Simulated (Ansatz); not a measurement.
The same group exchange along the group B, Al, Ga.

Program: Ansatz. Geometries: PBE0-D4/def2-TZVP. ΔE: electronic, gas phase. CCSD(T)/CBS is the MP2 limit (def2-TZVPP, def2-QZVPP) plus CCSD(T) − MP2 in def2-TZVPP, frozen cores. This one scheme is used for every species. DFT in def2-TZVPP. For Ga, Se outer-core shells are correlated without core-valence functions, which leaves a few kJ/mol of doubt a bond. Scalar relativity is left out up to krypton. Each species was taken in one conformer, which may not be the lowest.

```
                                                  reaction  CCSD(T)/CBS(def2) (kcal/mol)
                 `NB[SeH]` + `COCO` → `COC(O)[SeH]` + `BN`                          26.9
`[NH2][AlH][SeH]` + `COCO` → `COC(O)[SeH]` + `[NH2][AlH2]`                          42.0
`[NH2][GaH][SeH]` + `COCO` → `COC(O)[SeH]` + `[NH2][GaH2]`                             ?
```

(1) Fill in the missing values. (Estimate.)

Largest T1 diagnostic: 0.014, for `[NH2][GaH2]`.

Results:

(1) Computed: `[NH2][GaH][SeH]` + `COCO` → `COC(O)[SeH]` + `[NH2][GaH2]`: +38.3 kcal/mol.
